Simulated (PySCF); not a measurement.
PySCF job for Cl₂GeH, SMILES [Cl][GeH][Cl], multiplicity 2, IEF-PCM-M06-2X/def2-SVP. Geometry: B3LYP-D3(BJ)/def2-TZVP. The isomer is the one that the SMILES or the coordinates give; other isomers of the formula were not compared.

```python
import numpy as np
from pyscf import gto, scf, dft
from pyscf.solvent import pcm

mol = gto.M(
    atom='''
    Cl    0.02466648    0.64072086    1.76017655
    Ge   -0.06485875   -0.63394503    0.00000000
    Cl    0.02466648    0.64072086   -1.76017655
    H     1.23681962   -1.49826812    0.00000000
    ''',
    basis='def2-SVP',
    charge=0,
    spin=1,
    max_memory=1600,
    verbose=3,
)
mf = dft.UKS(mol, xc='m06-2x').density_fit(auxbasis='def2-universal-jkfit')
mf.grids.level = 4
mf.conv_tol = 1e-9
mf.max_cycle = 100
mf.kernel()
fine, coarse = mf.grids, dft.Grids(mol).set(level=1).build(with_non0tab=True)
for _ in range(3):  # follow internal instabilities
    mf.grids = coarse
    mo, _, stable, _ = mf.stability(return_status=True, nroots=4)
    mf.grids = fine
    if stable:
        break
    mf.kernel(mf.make_rdm1(mo, mf.mo_occ))
res = {}
for name, eps in {'water': 78.355, 'n-hexane': 1.8819, 'dimethylsulfoxide': 46.826}.items():
    s = mf.PCM()
    s.with_solvent.method, s.with_solvent.eps, s.with_solvent.lebedev_order = 'IEF-PCM', eps, 29
    s.kernel(mf.make_rdm1())
    res[name] = (s.e_tot, eps, s.dip_moment(), s.mo_energy, s.converged)
    print(f'{name}: electrostatic solvation free energy {(s.e_tot - mf.e_tot) * 627.509474:.3f} kcal/mol')
```

Log of the run:

```

WARN: HOMO -0.183441353780756 >= LUMO -0.183441353780764

converged SCF energy = -2997.4808462662  <S^2> = 0.75307624  2S+1 = 2.0030739
<class 'pyscf.df.df_jk.DFUKS'> wavefunction is stable in the internal stability analysis

WARN: PCM is an experimental feature. It is still in testing.
Features and APIs may be changed in the future.

converged SCF energy = -2997.48468982635  <S^2> = 0.7530259  2S+1 = 2.0030236
Dipole moment(X, Y, Z, Debye): -0.07396, -2.72027, -0.00000
water: electrostatic solvation free energy -2.412 kcal/mol

WARN: PCM is an experimental feature. It is still in testing.
Features and APIs may be changed in the future.

converged SCF energy = -2997.48218764124  <S^2> = 0.7530557  2S+1 = 2.0030534
Dipole moment(X, Y, Z, Debye): -0.11766, -2.26932,  0.00000
n-hexane: electrostatic solvation free energy -0.842 kcal/mol

WARN: PCM is an experimental feature. It is still in testing.
Features and APIs may be changed in the future.

converged SCF energy = -2997.48463349739  <S^2> = 0.75302646  2S+1 = 2.0030242
Dipole moment(X, Y, Z, Debye): -0.07514, -2.70983, -0.00000
dimethylsulfoxide: electrostatic solvation free energy -2.377 kcal/mol
```

The run converged.

Cost: roughly 110 core-seconds.
